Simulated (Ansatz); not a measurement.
C$_{2}$H$_{5}$FOSi$_{2}$ (`O/C=C1\[SiH2][SiH]1F`) at its PBE0-D4/def2-TZVP geometry, where that method's forces vanish. The species carries charge 0 and has multiplicity 1.

```
atom    x (Å)    y (Å)    z (Å)
  O1  -0.2262   0.9410  -2.4998
  C2   0.3232   0.9756  -1.2772
  C3   0.0384   0.1612  -0.2618
 Si4  -0.9973  -1.4636  -0.0956
 Si5   0.5822  -0.1463   1.3931
  F6   2.1075  -0.4895   1.6970
  H7  -0.8397   0.1968  -2.5495
  H8   1.0534   1.7782  -1.2230
  H9  -2.0279  -0.8766   0.8695
 H10  -0.0535  -1.6352   1.3797
 H11   0.0399   0.5583   2.5676
```

Task: For each bond, give half the difference of the two atoms' forces along it (eV/Å; positive pushes the atoms apart) under PBE-D4, r2SCAN-D4, B3LYP-D4, ωB97M-V in def2-TZVPP. (Best estimate.)

Result: The calculation gave: 
```
   bond  length (Å)  PBE-D4  r2SCAN-D4  B3LYP-D4  ωB97M-V
  O1–C2       1.341    0.36       0.27      0.40     0.36
  O1–H7       0.966    0.41       0.02     -0.07    -0.14
  C2–C3       1.332    0.24       0.15     -0.06    -0.17
  C2–H8       1.086   -0.03      -0.12     -0.18    -0.12
 C3–Si4       1.934   -0.05      -0.10      0.16     0.13
 C3–Si5       1.769   -0.24      -0.13      0.04     0.06
Si4–Si5       2.539    0.00      -0.07      0.24     0.07
 Si4–H9       1.529    0.17      -0.03     -0.03    -0.11
 Si5–F6       1.593    0.56       0.07      0.15     0.14
Si5–H10       1.619    0.11       0.05     -0.05    -0.13
Si5–H11       1.473   -0.01      -0.02     -0.17    -0.20
```

B3LYP here is the variant with VWN-RPA as its local correlation; programs differ in this.

Computed with Ansatz.
